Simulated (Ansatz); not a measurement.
Cost and result up the ladder for Sn₄Cl₄ (8 atoms). The state is a singlet with charge 0. Geometry: PBE0-D4/def2-SVP.

```xyz
8

Sn   -1.620    0.471   -1.186
Sn    0.060   -1.567    0.536
Sn   -2.108    1.172    1.679
Sn    1.238    0.132   -2.080
Cl   -0.244   -0.107    2.850
Cl   -0.578    2.578    0.145
Cl    0.910   -2.365   -2.212
Cl    2.343   -0.314    0.269
```

Ansatz on 4 threads of Intel Xeon on a shared host. Times are rough, and most runs start from the orbitals of an earlier one. No level here is sound enough to serve as a yardstick. Binding counts from free atoms at the same level (Sn triplet, Cl doublet; other spins of the atoms weren't run), without zero-point energy or a counterpoise term.

In the def2 sets Sn takes a core potential; there is no spin–orbit coupling. Correlated methods freeze 36 core orbitals; core or outer-core shells of Sn are correlated, in sets that lack core-valence functions. The rows differ in basis, and correlated rows in double-zeta sets carry the largest basis error. The structure comes from a short search, and lower isomers may exist.

Run but left out: B2PLYP/def2-TZVP (restricted singlet, unstable in another Hartree–Fock run and untested here).

Correlated methods converge slowly with the basis, most of all in double-zeta sets.

```csv
level,functions,wall time,binding energy per atom (eV),remarks
PBE-D4/def2-SVP,176,5 s,2.93,–
PBE0-D4/def2-SVP,176,12 s,2.78,restricted SCF unstable in HF
BLYP-D4/def2-TZVP,348,13 s,2.79,restricted SCF unstable in HF
RPA@PBE/def2-SVP,176,16 s,2.11,–
MP2/def2-SVP,176,16 s,2.46,restricted SCF unstable
PBE-D4/def2-TZVP (with forces),348,17 s,2.91,restricted SCF unstable in HF
r2SCAN-D4/def2-TZVP,348,27 s,2.80,restricted SCF unstable in HF
PBE0-D4/def2-TZVP,348,43 s,2.78,restricted SCF unstable in HF
```
